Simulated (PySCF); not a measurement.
F2H5NSSi2, SMILES N[SiH2]S[SiH](F)F.

Geometry: ωB97X-D3(BJ)/def2-SVP. This is a generated structure with no PubChem entry under its InChIKey; it may be hypothetical. Other conformers were not sampled.

Two levels are set side by side: TDDFT-PBE/def2-SVPD (PySCF) and TDDFT-LC-ωPBE/def2-SVPD (PySCF). Vertical, same geometry. The lowest singlet is HOMO→LUMO 87 % with PBE and HOMO→LUMO+1 56 %, HOMO−1→LUMO+1 10 % with the other functional; states are paired by order. Differences are taken from unrounded values.

```tsv
quantity	TDDFT-PBE
lowest singlet excitation (eV)	5.63
lowest triplet excitation (TDA) (eV)	5.36
first bright state (f over 0.05) (eV)	6.54
its oscillator strength	0.06
```

Question: These are the TDDFT-PBE values. What does TDDFT-LC-ωPBE give? (Estimate from the structure and the level; the computed values follow.)

Answer: 
```tsv
quantity	TDDFT-LC-ωPBE	TDDFT-PBE minus TDDFT-LC-ωPBE
lowest singlet excitation (eV)	6.84	-1.21
lowest triplet excitation (TDA) (eV)	6.45	-1.09
first bright state (f over 0.05) (eV)	8.09	-1.55
its oscillator strength	0.24	-0.18
```

Functionals without exact exchange tend to place singlet excitations lower, as here. Differences between two approximate levels are no errors against the true value.

Rough cost on one machine, each run with all the roots and properties that it gave: TDDFT-LC-ωPBE against TDDFT-PBE about 10 times.
